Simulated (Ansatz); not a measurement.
`BC(=C)[SiH2]C` + H₂O → `BC(=C)O` + `C[SiH3]` at 600 K and 1 bar (formal hydrolysis of a C–Si bond).

Program: Ansatz. Geometries: PBE0-D4/def2-TZVP. ΔE: electronic, gas phase. CCSD(T)/CBS adds triple-zeta CCSD(T) − MP2 to the extrapolated MP2 energy (def2 sets, frozen cores). This one scheme is used for every species. One conformer a species, not always the lowest.

```json
{"species": "`BC(=C)[SiH2]C`", "CCSD(T)/CBS energy (Eh)": "-433.41862", "H − E (kJ/mol)": "354.5", "S (J/(mol·K))": "472.2"}
{"species": "H₂O", "CCSD(T)/CBS energy (Eh)": "-76.37941", "H − E (kJ/mol)": "76.8", "S (J/(mol·K))": "212.8"}
{"species": "`BC(=C)O`", "CCSD(T)/CBS energy (Eh)": "-179.03550", "H − E (kJ/mol)": "225.5", "S (J/(mol·K))": "359.7"}
{"species": "`C[SiH3]`", "CCSD(T)/CBS energy (Eh)": "-330.73916", "H − E (kJ/mol)": "199.7", "S (J/(mol·K))": "315.0"}
```

H − E and S are ideal-gas, rigid-rotor, harmonic terms from PBE0-D4/def2-TZVP, for one conformer and one mirror image of each species. 1 Eh = 2625.50 kJ/mol, R = 8.31446 J/(mol·K).

**Question.** By hand: ΔE, ΔH, ΔS and ΔG.

**Answer.** ΔE = (-179.03550) + (-330.73916) − (-433.41862) − (-76.37941) = 0.02337 Eh = 61.4 kJ/mol. Δ(H − E) = 225.5 + 199.7 − 354.5 − 76.8 = -6.1, so ΔH = 55.3 kJ/mol. ΔS = 359.7 + 315.0 − 472.2 − 212.8 = -10.3 J/(mol·K). ΔG = 55.3 − 600 × (-10.3)/1000 = 61.5 kJ/mol.

**Question.** By hand: the equilibrium constant, and the temperature at which ΔG would vanish if ΔH and ΔS stayed fixed.

**Answer.** log₁₀ K = −ΔG/(RT ln 10) = -5.4. ΔH and −TΔS have one sign here, so there is no such temperature.

The number of gas molecules stays the same, so ΔS is small and ΔH decides. A doubt of 5 kJ/mol in ΔE shifts log₁₀ K by 0.4 here. Other conformers and mirror images would add mixing entropy, several J/(mol·K) or more a flexible species. These are equilibria of isolated gas molecules and say nothing of rates. Largest T1 diagnostic: 0.013 (customary marks: 0.02 for closed shells, 0.045 for open ones).

ΔS is within the doubt of such terms, so its sign, and with it that verdict, could turn.
